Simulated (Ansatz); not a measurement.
Basis-set extrapolation for CH7AlN2O (PBE0-D4/def2-TZVP geometry, frozen core, the Gaussian-basis code of Ansatz). Multiplicity 1, RHF reference.

```csv
,def2-TZVPP,def2-QZVPP
HF,-467.827473,-467.846345
MP2 correlation,-0.928181,-0.996347
CCSD(T) correlation,-0.995342,not run
```

Energies in hartree. Use E(X) = E(∞) + A·exp(−7.88·√X) for Hartree–Fock and E(X) = E(∞) + B·X^(−2.97) for correlation, with X = 3 and 4, and add CCSD(T) minus MP2 of the smaller set to the MP2 limit.

Q: What is the CCSD(T) energy at the basis-set limit?

A: HF limit: -467.846345 + (-0.018872) × 0.13774 = -467.84894. MP2 limit: -0.996347 + (-0.068166) × 0.74074 = -1.04684. Higher-order term: -0.995342 − (-0.928181) = -0.06716. Total: -468.96294 hartree, 367.9 kJ/mol below CCSD(T)/def2-TZVPP.
